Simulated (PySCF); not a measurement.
A calculated (M06-2X, PySCF 2.14, aug-cc-pVTZ, the non-relativistic Hamiltonian (point nucleus)) atom or ion has these occupied shells.

| shell | electrons | orbital energy (eV) | rms radius, mean of both spins (bohr) |
| --- | --- | --- | --- |
| 1s α | 1 | -710.59 | 0.204 |
| 1s β | 1 | -709.06 | 0.204 |
| 2s α | 1 | -56.412 | 1.06 |
| 2s β | 1 | -50.156 | 1.06 |
| 2p α | 3 | -35.382 | 1.11 |
| 2p β | 1 | -31.404 | 1.11 |

Problem. Name the element and its charge.

Solution. F⁺ (fluorine, charge +1), in [He] 2s2 2p4, high-spin 3P determinant.
